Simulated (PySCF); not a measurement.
# Dipole response of Ir³⁺ (iridium, charge +3)

[Xe] 4f14 5d6, high-spin 5D determinant. Computed with PySCF 2.14 in aug-cc-pwCVTZ-PP with ECP60MDF (8s8p7d4f3g, 122 functions), with a scalar-relativistic core potential. Coupled (time-dependent) response in atomic units; α is the mean over directions.

| method | mean α (bohr³) | α xx, yy, zz | C₆ (like pair) | S(−4) |
| --- | --- | --- | --- | --- |
| MN15 | 6.969 | 7.122, 7.122, 6.663 | 38.57 | 10.24 |

S(−4) is the Cauchy moment in α(ω) = α(0) + S(−4) ω² + …

Spin-orbit coupling is absent.

α(iu) at MN15:

```csv
u (hartree),α(iu) (bohr³)
0,6.969
0.0500,6.944
0.100,6.869
0.200,6.597
0.300,6.215
0.500,5.354
0.750,4.381
1.00,3.603
1.50,2.511
2.00,1.821
3.00,1.056
5.00,0.4662
```

For an ion, C₆ is the dispersion term alone; charge-induced terms of lower order in 1/R come first.

The components differ because the open shell of this determinant is not spherical; for a pure term their mean is the scalar polarisability.

Energies and moments cover only the electrons outside the core potential. Spin-orbit coupling, absent here, splits the open shell strongly.
